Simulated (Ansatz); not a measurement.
Reaction (redistribution): `CC[O][SbH][CH3]` + `CC(=O)[SiH3]` → `[CH3][SbH][C](C)=O` + `CCO[SiH3]`

Computed with Ansatz on PBE0-D4/def2-TZVP structures; ΔE is electronic, products minus reactants. CCSD(T)/CBS adds triple-zeta CCSD(T) − MP2 to the extrapolated MP2 energy (def2 sets, frozen cores). Functionals use def2-TZVPP. def2 core potentials past Kr. For Sb outer-core shells are correlated without core-valence functions, which leaves a few kJ/mol of doubt a bond. Each species was taken in one conformer, which may not be the lowest.

`CC[O][SbH][CH3]`:

Cartesian coordinates in Å:
```
C 0.361 1.802 -0.268
C -0.918 1.005 -0.122
O -1.034 0.035 -1.139
Sb -0.852 -1.886 -0.780
C 0.995 -1.830 0.331
H 1.238 1.162 -0.151
H 0.409 2.593 0.485
H 0.407 2.263 -1.257
H -1.783 1.675 -0.204
H -0.968 0.551 0.878
H -1.787 -1.871 0.670
H 1.138 -2.798 0.816
H 0.968 -1.052 1.094
H 1.824 -1.650 -0.353
```

`CC(=O)[SiH3]`:

Z-matrix (Å, degrees):
```
C
C 1 1.501
H 1 1.095 2 109.6
H 1 1.090 2 110.7 3 121.8
H 1 1.095 2 109.6 3 -116.4
O 2 1.209 1 122.3 3 -121.8
Si 2 1.938 1 120.8 3 58.3
H 7 1.484 2 107.5 1 -121.2
H 7 1.484 2 107.5 1 120.2
H 7 1.488 2 112.3 1 -0.5
```

`[CH3][SbH][C](C)=O`:

Z-matrix (Å, degrees):
```
C
Sb 1 2.148
H 1 1.089 2 110.2
H 1 1.091 2 107.4 3 120.5
H 1 1.089 2 109.4 3 -120.4
C 2 2.239 1 92.3 3 -123.3
H 2 1.712 1 95.6 3 -33.4
O 6 1.198 2 120.3 1 -15.2
C 6 1.501 2 116.5 1 166.6
H 9 1.091 6 110.8 2 -176.7
H 9 1.093 6 109.8 2 -54.5
H 9 1.094 6 108.9 2 62.3
```

`CCO[SiH3]`:

Z-matrix (Å, degrees):
```
C
C 1 1.508
H 1 1.092 2 110.5
H 1 1.093 2 110.4 3 120.1
H 1 1.092 2 110.5 3 -119.9
O 2 1.416 1 109.3 3 59.9
H 2 1.098 1 110.3 3 -60.9
H 2 1.099 1 110.3 3 -179.2
Si 6 1.642 2 122.3 1 -180.0
H 9 1.491 6 111.0 2 59.9
H 9 1.481 6 106.6 2 -180.0
H 9 1.491 6 111.0 2 -59.9
```

```
          level  ΔE (kJ/mol)
         PBE-D4        -84.3
      r2SCAN-D4        -93.1
CCSD/def2-TZVPP        -93.3
  HF/def2-QZVPP        -94.5
```

(1) What does CCSD(T)/CBS give? (Best estimate.)

Largest T1 diagnostic among the species: 0.015.

## Answers

(1) The calculation gave: -89.3 kJ/mol. The listed levels differ from it by 5.0, -3.8, -4.0, -5.2 kJ/mol.

From PBE to PBE0 (25 % exact exchange), in def2-TZVPP and without D4, ΔE moves by −4.8 kJ/mol.
